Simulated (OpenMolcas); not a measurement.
Ni2+ (d8) in a complex was computed by SS-CASPT2, IPEA 0.25 Eh, imaginary shift 0.1 Eh with the d shell active (OpenMolcas, ANO-RCC-VDZP on the metal). Its lowest spin-free states, and all those of the highest spin:

| 2S+1 | Degeneracy | E (cm-1) |
| --- | --- | --- |
| 3 | 1 | 0 |
| 3 | 2 | 4990 |
| 3 | 1 | 7840 |
| 3 | 1 | 9040 |
| 3 | 2 | 10360 |
| 1 | 1 | 13510 |
| 1 | 1 | 14690 |
| 1 | 2 | 18690 |
| 1 | 1 | 21290 |
| 3 | 1 | 21790 |
| 3 | 2 | 24450 |
| 1 | 1 | 25150 |

Question: Is the site octahedral, tetrahedral or cube-like, axial, or of lower symmetry?

Answer: The states with 2S+1 = 3 have orbital degeneracies 1, 2, 1, 1, 2, 1, 2. There are pairs but no triples, so the site is axial: not cubic, but with a proper or improper axis of order three or more. The run had Ni2+ with 6 ligands (fluoride) in tetragonal octahedral coordination (D4h) at 2 Å, the axial distance 2.240 Å. A charge of +0.667 e stands 2.6 Å behind each ligand. Ligand basis ANO-RCC-VDZP.

Over all roots computed the reference weight is 0.70 to 0.71; a low but even weight reflects the number of correlated electrons. A single d shell leaves out the double-shell effect, which counts most for late 3d ions, where the CASPT2 field can be off either way by tens of per cent. Ligand-to-metal charge-transfer states are missing. For late 3d ions with one d shell CASPT2 can put B and the spin-flip bands somewhat low as well as high. With one d shell and no ligand orbital active, 10Dq can be off by tens of per cent for divalent 3d ions, low with halides held by bare charges and at times high in hosts, and the orbital part of g and χT goes as 1/10Dq. Free-ion shares, where given, are those of the reference states; single-state CASPT2 does not remix them. No measured value stands beside these numbers; the geometry is a model, was not optimised and need not be the one that this ion takes.
